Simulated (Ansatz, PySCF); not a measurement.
Process, species as SMILES: ClCCl [dichloromethane] + 2 [H][H] (H2) → C (CH4) + 2 Cl (HCl)
Structures are relaxed separately at B3LYP-D3(BJ)/def2-TZVP in Ansatz (an electronic-structure program).
Geometry of the first species:
```xyz
5

C      0.0039     0.0052     0.7673
Cl    -0.0175     1.4825    -0.2263
Cl     0.0153    -1.4855    -0.2061
H     -0.8904    -0.0005     1.3784
H      0.9045     0.0193     1.3690
```

Wanted: energy of full hydrogenation (enthalpy at 298 K, with B3LYP-D3(BJ) rigid-rotor harmonic-oscillator terms from PySCF), in kcal/mol. Cores are frozen in the correlated levels unless marked. Spin-orbit coupling is left out. Non-relativistic. Basis-set limits of correlation are two-point, X^-3; Hartree-Fock from the larger set. [CCSD(T)-MP2]/basis is that difference in the basis named.

```csv
level,program,energy of full hydrogenation (kcal/mol)
RI-HF/aug-cc-pV(Q+d)Z,Ansatz,-47.3
PBE-D3(BJ)/def2-TZVPD,Ansatz + dftd3,-36.2
B97M-V/def2-TZVPD,Ansatz,-42.3
B3LYP-D3(BJ)/def2-TZVPD,Ansatz + dftd3,-38.4
PBE0/6-31G*,Ansatz,-34.6
PBE0/def2-QZVPP,Ansatz,-41.0
BHLYP-D3(BJ)/def2-TZVPD,Ansatz + dftd3,-41.6
```

Task: Estimate the value at RI-MP2/CBS(aug-cc-pV(T+d)Z,aug-cc-pV(Q+d)Z)+[CCSD(T)-MP2]/aug-cc-pV(T+d)Z as computed with Ansatz.

Result: -39.5 kcal/mol
